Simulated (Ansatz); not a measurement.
`BN[SiH2]CO` and `N[SiH2]CO` differ in one atom or group.

Ansatz, PBE0-D4/def2-TZVP geometries, multiplicity 1. Each molecule was computed in one conformer, which needn't be the lowest.

```json
{"property": "size of the dipole moment (PBE/def2-TZVPP) / D", "`BN[SiH2]CO`": "0.66"}
{"property": "HOMO energy (PBE/def2-TZVPP) / eV", "`BN[SiH2]CO`": "-6.03"}
{"property": "size of the dipole moment (ωB97M-V/def2-TZVPP) / D", "`BN[SiH2]CO`": "0.83"}
{"property": "HOMO–LUMO gap (B3LYP/def2-TZVPP) / eV", "`BN[SiH2]CO`": "6.64"}
{"property": "HOMO energy (PBE0/def2-TZVPP) / eV", "`BN[SiH2]CO`": "-7.47"}
{"property": "LUMO energy (PBE0/def2-TZVPP) / eV", "`BN[SiH2]CO`": "-0.39"}
```

Task: Give the same properties after the change, and the shifts. (Estimate.)

Result: Computed: 
```tsv
property	`N[SiH2]CO`	shift
size of the dipole moment (PBE/def2-TZVPP) / D	2.50	1.84
HOMO energy (PBE/def2-TZVPP) / eV	-5.79	0.24
size of the dipole moment (ωB97M-V/def2-TZVPP) / D	2.63	1.80
HOMO–LUMO gap (B3LYP/def2-TZVPP) / eV	7.04	0.40
HOMO energy (PBE0/def2-TZVPP) / eV	-7.31	0.16
LUMO energy (PBE0/def2-TZVPP) / eV	0.25	0.64
```

With PBE0 the HOMO rises by 0.16 eV and the LUMO rises by 0.64 eV, so the gap widens by about 0.48 eV. PBE moves the HOMO by 0.24 eV and ωB97M-V by 0.13 eV. Dipoles are sizes alone; their direction can turn.

B3LYP here is the variant with VWN-RPA as its local correlation; programs differ in this.
